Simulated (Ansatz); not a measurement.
Total energies of the cluster GeSe2 from Ansatz at PBE-D4/def2-TZVP, gas phase (1 Eh = 27.2114 eV = 2625.5 kJ/mol). The reference geometry is relaxed at r2SCAN-D4/def2-TZVP.

```csv
atom,x (Å),y (Å),z (Å)
Ge1,-0.4121,-0.5193,1.1657
Se2,1.2875,0.5143,-0.0873
Se3,-0.8754,0.0050,-1.0784
```

| state | geometry | energy (Eh) |
| --- | --- | --- |
| charge 0 singlet | reference | -6879.15598 |
| charge 1 doublet | reference | -6878.86093 |
| charge 1 doublet | relaxed at r2SCAN-D4/def2-TZVP | -6878.86822 |
| charge 0 triplet | relaxed at r2SCAN-D4/def2-TZVP | -6879.10899 |
| charge 0 quintet | relaxed at r2SCAN-D4/def2-TZVP | -6879.03121 |
| free Ge atom (triplet) | – | -2076.60177 |
| free Se atom (triplet) | – | -2401.12489 |

(1) Work out the vertical ionisation energy to the doublet.

(2) How much does the charge 1 doublet relax, and what is the adiabatic ionisation energy?

(3) Which of the charge 0 states is lowest, and how far above it are the others?

(4) What is the binding energy per atom against free atoms?

(1) E(charge 1 doublet) − E(charge 0 singlet) = -6878.86093 − (-6879.15598) = 0.29505 Eh = 8.03 eV. For comparison, −ε of the highest occupied level is 5.12 eV at this level, 2.91 eV less.

(2) Relaxation: -6878.86093 − (-6878.86822) = 0.00729 Eh = 0.20 eV. Adiabatic ionisation energy: 0.28776 Eh = 7.83 eV, without zero-point energy. 

(3) The singlet. triplet: -6879.10899 − (-6879.15598) = 0.04699 Eh = 123.4 kJ/mol; quintet: -6879.03121 − (-6879.15598) = 0.12477 Eh = 327.6 kJ/mol. The quintet differs in its bonds from the reference.

(4) Atoms: 1 × (-2076.60177) + 2 × (-2401.12489) = -6878.85155 Eh. Binding: -6878.85155 − (-6879.15598) = 0.30443 Eh = 8.28 eV, or 2.76 eV for each of 3 atoms (no zero-point energy, no counterpoise term).

The structure comes from a short search, and lower isomers may exist.
